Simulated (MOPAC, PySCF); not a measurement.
Cl4Sn, SMILES `[Cl][Sn]([Cl])([Cl])[Cl]`, neutral singlet in the gas phase. 

Cartesian coordinates (Å):
```xyz
5

Cl    -1.1063     2.0099     0.0354
Sn     0.0000     0.0000     0.0000
Cl    -1.3992    -1.6291    -0.8082
Cl     0.6615    -0.5465     2.1281
Cl     1.8441     0.1657    -1.3553
```
Charge 0, multiplicity 1.

All levels are single points at this geometry (r2SCAN-D4/def2-TZVP); Pople sets use spherical d functions. Orbital energies aren't observables, and empty levels follow the basis.

PM3 in MOPAC gives gap (eV) = 7.98.

Q: Estimate the gap (eV) from each of these levels: r2SCAN-D4/def2-TZVP in PySCF; B3LYP/6-311+G** (LANL2DZ on Sn) in PySCF; B3LYP/6-31G* (LANL2DZ on Sn) in PySCF; BP86/6-31G* (LANL2DZ on Sn) in PySCF; M06-2X/6-31G* (LANL2DZ on Sn) in PySCF; PBE/6-31G* (LANL2DZ on Sn) in PySCF; SVWN5/6-31G* (LANL2DZ on Sn) in PySCF; PM7 in MOPAC.

A: 
```
level                                     gap (eV)
----------------------------------------  --------
r2SCAN-D4/def2-TZVP in PySCF                  4.70
B3LYP/6-311+G** (LANL2DZ on Sn) in PySCF      5.90
B3LYP/6-31G* (LANL2DZ on Sn) in PySCF         5.92
BP86/6-31G* (LANL2DZ on Sn) in PySCF          4.14
M06-2X/6-31G* (LANL2DZ on Sn) in PySCF        8.60
PBE/6-31G* (LANL2DZ on Sn) in PySCF           4.13
SVWN5/6-31G* (LANL2DZ on Sn) in PySCF         4.11
PM7 in MOPAC                                  9.78
```
